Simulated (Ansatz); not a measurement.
AlCl2(NH2) (AlNCl2H2). Charge 0, multiplicity 1. Geometry relaxed at PBE0-D4/def2-SVP.

```xyz
6

Al   -0.600    0.386    0.083
Cl   -2.121    0.277   -1.348
Cl   -0.835    1.623    1.753
N     0.865   -0.555   -0.118
H     1.644   -0.557    0.529
H     1.046   -1.174   -0.900
```

Question: Estimate the harmonic wavenumbers at RKS PBE0-D4/def2-SVP (Ansatz, unscaled). Is this a minimum?

Answer: 151, 172, 221, 363, 419, 438, 585, 703, 882, 1520, 3622, 3719 cm⁻¹. Yes, no mode is imaginary beyond noise. Zero-point energy 76.5 kJ/mol. Run time 17 s (4 threads of Arm Neoverse V2 on a shared host).
